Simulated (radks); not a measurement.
Values are calculated unless marked as measured or tabulated.
The molybdenum ion Mo5+, configuration [Kr] 5d1 (not the ground configuration). Code: a radial shooting solver on a logarithmic mesh with Libxc functionals. Model: scalar-relativistic Kohn-Sham, SCAN, spin-polarised, spherical densities, finite nucleus; open shells are filled with parallel spins first (spin-orbit coupling, left out, can overturn this in heavy ions); meta-GGA in the generalised Kohn-Sham scheme; Fermi nuclear charge, rms radius 4.4091 fm.

Normalised radial functions P(r) = r R(r), r in bohr:

```
   r/bohr * 4s down (the largest magnitude, 1.09, reaches the edge; | marks zero)
 0.001384                             |*
 0.002131                             | *
 0.003256                             | *
 0.005016                             |  *
 0.007726                             |    *
   0.0119                             |     *
  0.01819                             |     *
  0.02801                             |    *
  0.04315                             *
  0.06646                       *     |
   0.1024                   *         |
   0.1564                         *   |
    0.241                             |         *
   0.3712                             |             *
   0.5717                      *      |
   0.8736  *                          |
    1.346        *                    |
    2.073                        *    |
    3.193                             *
    4.879                             *
    7.515                             *
```

4s down: eigenvalue -137.00 eV, 3 radial nodes at r = 0.0445, 0.179, 0.511 bohr, <r> = 1.07 bohr, 90 % of the charge inside 1.54 bohr.
